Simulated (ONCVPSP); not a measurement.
**platinum, ONCV: configuration errors across variants**

```
Element                 : Pt (Z = 78)
Generator               : ONCVPSP 4.0.1
Type                    : optimised norm-conserving Vanderbilt (ONCV)
Functional              : PBEsol
Relativity              : non-relativistic
Frozen core             : [Kr] 4d10 4f14
Valence charge          : 18
Reference configuration : 5s2 5p6 5d9 6s1
Partial waves           : 5s+6s: rc 1.85 bohr, ncon 4, nbas 7, qcut 5.6 1/bohr, 2 projectors; 5p: rc 1.85 bohr, ncon 3, nbas 6, qcut 6.7 1/bohr, local; 5d: rc 2.30 bohr, ncon 4, nbas 9, qcut 8 1/bohr, 1 projector
Local potential         : the p channel
Core correction         : none
```

All-electron excitation energies from the reference (eV): (1) 5s2 5p6 5d9 6s0 7.190; (2) 5s2 5p6 5d8 6s0 27.793; (3) 5s2 5p6 5d7 6s0 60.910; (4) 5s2 5p6 5d9 6s0.5 2.809.

2 further variants failed, have other tests or too few solved ones, and are left out.

Errors AE − PS in meV (a dash: test not solved or not reliable):

| change | (1) | (2) | (3) | (4) | bound ghosts | GHOST(+) flags above zero |
| --- | --- | --- | --- | --- | --- | --- |
| base | -0.6 | +34 | +155 | -0.1 | none | none |
| s: nbas 8 | -0.6 | +34 | +155 | -0.1 | none | none |
| s: qcut 7.1 | -0.2 | +34 | +155 | 0.0 | none | none |
| all radii scaled by about 0.82 (s 1.52, p 1.52, d 1.90 bohr) | -0.4 | +27 | +127 | -0.1 | none | none |

Q: Give the same row for: s: qcut 5.3; p: qcut 6.4; d: qcut 7.6.

A: -0.5, +32, +148, -0.1; bound ghosts: none; GHOST(+) flags above zero: none.
